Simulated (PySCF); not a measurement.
# O⁺: ionisation energy

O⁺ [He] 2s2 2p3 (4S) → O²⁺ [He] 2s2 2p2 (3P), as a difference of total energies. Calculation: PySCF 2.14, in dyall-acv3z (15s9p4d2f, 76 functions); the non-relativistic Hamiltonian (point nucleus). Correlated levels: valence and next inner shell: nothing frozen; virtual orbitals above 40 to 60 times the deepest correlated orbital energy dropped. The calculations carry no spin-orbit coupling.

```tsv
method	ionisation energy (eV)	plus first-order spin-orbit estimate	error of that sum (eV)
UHF	34.578	34.551	-0.570
MP2 (valence and next inner shell)	35.239	35.212	+0.091
SCS-MP2 (valence and next inner shell)	34.969	34.942	-0.179
CCSD (valence and next inner shell)	35.064	35.037	-0.084
CCSD(T) (valence and next inner shell)	35.072	35.045	-0.076
```

Reference: 35.121 eV (measured; NIST Atomic Spectra Database, ionization energies).

A first-order spin-orbit estimate (lowest level to lowest level, LS coupling) adds -0.027 eV.

Errors of the correlated levels include the incompleteness of this basis.
